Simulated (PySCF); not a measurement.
Cd(F)(Me) (CH3CdF), SMILES [CH3][Cd][F].

The structure is a stationary point at B3LYP-D3(BJ)/def2-TZVP. The def2 effective core potentials stand for the cores of Cd; spin–orbit coupling is left out.

These are B3LYP-D3(BJ)/def2-TZVP in PySCF values and carry that method's errors.

Frequencies are harmonic and unscaled.

Modes within 1.5 cm⁻¹ of each other (mostly degenerate sets) share a row, with their intensities summed.

| mode | ν (cm⁻¹) | IR (km/mol) | moving atoms (share of kinetic energy) |
|---|---|---|---|
| 1–2 | 130 | 19.7 | F 38 %, C 25 %, Cd 22 %, H 14 % |
| 3 | 481 | 9.3 | C 58 %, F 29 %, H 12 % |
| 4 | 580 | 80.3 | F 58 %, Cd 23 %, C 15 % |
| 5–6 | 745 | 70.6 | H 85 %, C 14 % |
| 7 | 1197 | 4.0 | H 83 %, C 17 % |
| 8–9 | 1462 | 1.5 | H 95 % |
| 10 | 3057 | 11.5 | H 98 % |
| 11–12 | 3147 | 7.7 | H 91 %, C 9 % |
